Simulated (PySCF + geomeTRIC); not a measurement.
Species: [Mo(F)5(OH)] (charge 0, multiplicity 1).

Task: Give a relaxed geometry from TPSS-D3(BJ)/def2-SVP (PySCF + geomeTRIC).

Result: This is not unique; one that fits is the end point of this relaxation, one of several conformers.
Cartesian coordinates (Å) in one orientation:
```xyz
8

Mo     0.037     0.096     0.054
F     -1.224     0.498    -1.230
F      1.259     1.079    -0.931
F     -1.281    -0.852     0.943
F      0.458    -1.413    -0.935
F     -0.479     1.638     0.942
O      1.279    -0.307     1.330
H      1.928    -0.526     2.018
```
